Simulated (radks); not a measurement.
The tantalum ion Ta3+, configuration [Xe] 4f14 5d2 (the NIST ground configuration). Method: scalar-relativistic Kohn-Sham, LDA (Slater exchange, Perdew-Wang correlation), spin-polarised, spherical densities, finite nucleus; open shells are filled with parallel spins first (spin-orbit coupling, left out, can overturn this in heavy ions); Fermi nuclear charge, rms radius 5.3507 fm; computed with a radial shooting solver on a logarithmic mesh with Libxc functionals.

Radial electron density D(r) = 4 pi r^2 rho(r):

```
   r/bohr * D(r) (the largest magnitude, 133, reaches the edge; | marks zero)
 0.001057 |  *
  0.00141 |    *
 0.001881 |       *
 0.002528 |          *
 0.003372 |               *
 0.004498 |                      *
 0.005999 |                             *
 0.008001 |                                   *
  0.01067 |                                       *
  0.01423 |                                        *
  0.01898 |                                     *
  0.02552 |                                   *
  0.03404 |                                        *
   0.0454 |                                                  *
  0.06056 |                                                      *
  0.08077 |                                              *
   0.1077 |                                         *
   0.1437 |                                                *
   0.1916 |                                             *
   0.2577 |                            *
   0.3436 |                          *
   0.4583 |                             *
   0.6113 |                  *
   0.8153 |         *
    1.087 |     *
     1.45 |  *
    1.935 |*
    2.601 *
    3.469 *
    4.627 *
    6.171 *
```

D(r) has 4 maxima, at r = 0.0126, 0.0577, 0.159, 0.426 bohr, and minima at 0.0243, 0.104, 0.302 bohr, inside which lie 1.91, 11.03, 29.87 electrons.
